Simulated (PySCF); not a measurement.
Input of a run (PBE0-D3(BJ)/def2-SVP geometry optimisation, gas phase (PySCF 2.14.0)), started from GFN2-xTB:
```
{"job": {"xc": "PBE0", "basis": "def2-SVP", "d3": "d3bj", "grid": 1, "kind": "geom"}, "charge": 0, "multiplicity": 1}
F     -0.027889    -2.500338    -0.037580
B     -0.414082    -1.245942     0.043737
F     -1.721895    -1.118478     0.152403
Si     0.832705     0.287314     0.004045
Se    -0.375448     2.227731    -0.129391
H      1.662098     0.417829     1.205978
H      1.736867     0.303830    -1.148794
H     -1.683298     1.637465    -0.114963
```

Output (energies in Eh, forces in Eh/bohr):
```
step   0  E = -2916.33213533  max force = 0.021093
step   1  E = -2916.33634642  max force = 0.007299
step   2  E = -2916.33664843  max force = 0.003862
step   3  E = -2916.33673234  max force = 0.002903
step   4  E = -2916.33680983  max force = 0.000491
step   5  E = -2916.33682461  max force = 0.000389
optimisation converged
```

Task: Summarise the run.

Result: The energy falls by 2.9 kcal/mol over 6 energy and gradient evaluations, the largest force component goes from 0.0211 to 3.9e-04 Eh/bohr, and the atoms move by 0.069 Å rms after alignment. The bond that changes most is B2–Si4 (three-coordinate boron to SiH2 silicon), which lengthens by 0.056 Å. Bonds longer at the end by more than 0.005 Å: 4 of 7; shorter: 0. Among the angles that change most is Si4–Se5–H8, from 97.6° to 92.0°. The energy never rose by more than 1e-6 Eh on the way. The first step brought 90 % of the lowering.

Task: What are the final bond lengths?

Result: F1–B2 1.316 Å, B2–F3 1.319 Å, B2–Si4 2.032 Å, Si4–Se5 2.289 Å, Si4–H6 1.496 Å, Si4–H7 1.494 Å, Se5–H8 1.471 Å. Numbering counts from 1 in the input's order; the species is `FB(F)[SiH2][SeH]`.

The run used 107 basis functions and 41 SCF cycles in all.

PBE0-D3(BJ)/def2-SVP frequencies: not computed here. One conformer, not necessarily the lowest.

The values belong to the conformer `[F:1][B:2]([F:3])[SiH2:4][SeH:5]`: F1–B2–Si4–Se5 170°, H–Se5–Si4–B2 4°.
